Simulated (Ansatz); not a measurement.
Reaction (substitution at a C–C bond): `C=CCC(F)Cl` + `[SiH3]CS` → `C=CSC[SiH3]` + `CC(F)Cl`

Isolated molecules relaxed with PBE0-D4/def2-TZVP in Ansatz; ΔE leaves out vibrations. CCSD(T)/CBS adds triple-zeta CCSD(T) − MP2 to the extrapolated MP2 energy (def2 sets, frozen cores). DFT in def2-TZVPP. Each species was taken in one conformer, which may not be the lowest.

```csv
level,ΔE (kJ/mol)
ωB97M-V,-2.4
HF/def2-TZVPP,4.3
MP2/def2-TZVPP,-4.0
CCSD(T)/def2-TZVPP,-0.1
HF/def2-QZVPP,4.0
MP2/def2-QZVPP,-5.6
SCS-MP2/def2-QZVPP,-3.5
HF/CBS(def2),4.0
```

(1) What does CCSD(T)/CBS give? (Best estimate.)

Largest T1 diagnostic among the species: 0.012.

Results:

(1) The calculation gave: -2.8 kJ/mol. The listed levels differ from it by 0.4, 7.1, -1.2, 2.7, 6.8, -2.8, -0.7, 6.8 kJ/mol.

From PBE to PBE0 (25 % exact exchange), in def2-TZVPP and without D4, ΔE moves by +5.2 kJ/mol. In def2-TZVPP, CCSD(T) changes the Hartree–Fock value by −4.4 kJ/mol (the triples alone add −2.6 kJ/mol) and MP2 by −8.3 kJ/mol.
